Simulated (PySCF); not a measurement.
Ar+ (argon, charge +1): UHF calculation

Configuration: [Ne] 3s2 3p5, 2P determinant. Computed with PySCF 2.14 in def2-TZVP (5s5p2d1f, 37 functions), with no relativity, point nucleus.

```json
{
  "Total energy": "-526.267211 hartree",
  "One-electron energy": "-719.4175 hartree",
  "Hartree (Coulomb) energy": "223.0048 hartree",
  "Exchange energy": "-29.8545 hartree",
  "Kinetic energy": "526.24427 hartree",
  "⟨S²⟩": "0.7589",
  "⟨L²⟩": "2.031",
  "Sum of ⟨r⟩": "13.82 bohr",
  "Sum of ⟨r²⟩": "20.29 bohr²",
  "Traceless quadrupole moment −½Σ⟨3z² − r²⟩ along its main axis": "1.16 e·bohr²",
  "Density at the nucleus (Gaussians lack the cusp)": "3700 bohr⁻³",
  "Spin density at the nucleus": "0.238 bohr⁻³",
  "Langevin diamagnetic susceptibility": "-16.1 ×10⁻⁶ cm³/mol",
  "Time after the integrals": "0.11 s of wall time on 1 thread of Neoverse-V1 (shared host)"
}
```

```csv
shell,electrons,mean orbital energy (eV),spread (eV),"rms radius, mean of both spins (bohr)"
1s α,1,-3242.0,0,0.0998
1s β,1,-3241.5,0,0.0998
2s α,1,-349.49,0,0.448
2s β,1,-349.11,0,0.448
2p α,3,-274.76,0.836,0.417
2p β,3,-274.05,0.682,0.417
3s α,1,-48.568,0,1.49
3s β,1,-44.755,0,1.49
3p α,3,-29.160,2.467,1.70
3p β,2,-27.638,0,1.70
```
